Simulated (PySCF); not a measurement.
Isomers of C6H6P2.

All values: PBE0/pcSseg-1 (PySCF) at GFN2-xTB geometries, gas phase, one conformer each.

Question: Rank by dipole moment, lowest first.
A. `[CH2:1]=[CH:2][c:3]1[p:4][cH:5][cH:6][cH:7][p:8]1` with C1–C2–C3–P4 0°
B. `[CH2:1]=[CH:2][c:3]1[cH:4][p:5][cH:6][cH:7][p:8]1` with C1–C2–C3–C4 10°
C. `[H]/[P:1]=[P:2]\[c:3]1[cH:4][cH:5][cH:6][cH:7][cH:8]1` with P1–P2–C3–C4 55°

Answer: B (0.25 D), A (1.11 D), C (2.65 D).

Question: Rank by the lowest IAO charge on any atom, lowest value first.
A. `[CH:1]#[C:2][CH2:3]/[P:4]=[P:5]/[CH2:6][C:7]#[CH:8]` with C2–C3–P4–P5 -13°, P4–P5–C6–C7 -11°
B. `[CH2:1]=[CH:2][c:3]1[cH:4][p:5][cH:6][cH:7][p:8]1` with C1–C2–C3–C4 10°
C. `[H]/[P:1]=[P:2]\[c:3]1[cH:4][cH:5][cH:6][cH:7][cH:8]1` with P1–P2–C3–C4 55°

Answer: A (-0.449 e), B (-0.363 e), C (-0.193 e).

All values together:

| SMILES | μ (D) | HOMO (eV) | LUMO (eV) | lowest IAO charge (e) | highest IAO charge (e) | lowest Hirshfeld charge (e) | highest Hirshfeld charge (e) |
| --- | --- | --- | --- | --- | --- | --- | --- |
| C=Cc1pcccp1 | 1.11 | -6.81 | -2.30 | -0.436 (C) | +0.392 (P) | -0.111 (C) | +0.120 (P) |
| C#CC/P=P/CC#C | 0.15 | -7.16 | -2.52 | -0.449 (C) | +0.202 (H) | -0.118 (C) | +0.092 (H) |
| C=Cc1cpccp1 | 0.25 | -6.86 | -2.44 | -0.363 (C) | +0.395 (P) | -0.102 (C) | +0.106 (P) |
| [H]/P=P\c1ccccc1 | 2.65 | -7.05 | -2.84 | -0.193 (C) | +0.183 (P) | -0.059 (C) | +0.064 (P) |

Conformers: `[CH2:1]=[CH:2][c:3]1[p:4][cH:5][cH:6][cH:7][p:8]1` with C1–C2–C3–P4 0°; `[CH:1]#[C:2][CH2:3]/[P:4]=[P:5]/[CH2:6][C:7]#[CH:8]` with C2–C3–P4–P5 -13°, P4–P5–C6–C7 -11°; `[CH2:1]=[CH:2][c:3]1[cH:4][p:5][cH:6][cH:7][p:8]1` with C1–C2–C3–C4 10°; `[H]/[P:1]=[P:2]\[c:3]1[cH:4][cH:5][cH:6][cH:7][cH:8]1` with P1–P2–C3–C4 55°.
